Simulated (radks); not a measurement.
Problem. Radial electron density D(r) = 4 pi r^2 rho(r) of an atom or ion with 1 electrons. All-electron calculation, non-relativistic Kohn-Sham, BP86, spin-polarised, spherical densities, point nucleus. Program: a radial shooting solver on a logarithmic mesh with Libxc functionals.

```
   r/bohr * D(r) (the largest magnitude, 0.421, reaches the edge; | marks zero)
    0.156 |       *
   0.1717 |        *
   0.1905 |          *
   0.2114 |            *
   0.2346 |              *
   0.2603 |                 *
   0.2888 |                   *
   0.3204 |                      *
   0.3556 |                          *
   0.3914 |                             *
   0.4343 |                                 *
   0.4819 |                                     *
   0.5347 |                                         *
   0.5933 |                                            *
   0.6583 |                                                *
   0.7305 |                                                   *
   0.8106 |                                                     *
   0.8922 |                                                      *
     0.99 |                                                      *
    1.099 |                                                     *
    1.219 |                                                   *
    1.353 |                                               *
    1.501 |                                           *
    1.665 |                                     *
    1.848 |                               *
    2.034 |                          *
    2.257 |                    *
    2.504 |               *
    2.779 |          *
    3.083 |       *
    3.421 |    *
    3.796 |   *
    4.212 |  *
    4.636 |  *
    5.145 |  *
    5.709 |  *
    6.334 |  *
    7.028 |  *
    7.799 |  *
    8.653 |  *
    9.602 |  *
    10.57 |  *
    11.73 | *
    13.01 | *
    14.44 |*
    16.02 |*
    17.78 *
    19.73 *
    21.89 *
    24.09 *
```

What is the nuclear charge?

Solution. Z = 1. The innermost maximum, from 1s, lies near 1/Z = 1 bohr (found: 0.951), and its height grows with Z. The density is that of neutral hydrogen in 1s0.75 2p0.25; the configuration itself is not fixed sharply by these data. D(r) has 2 maxima, at r = 0.951, 8.38 bohr, and minima at 5.02 bohr, inside which lie 0.78 electrons.
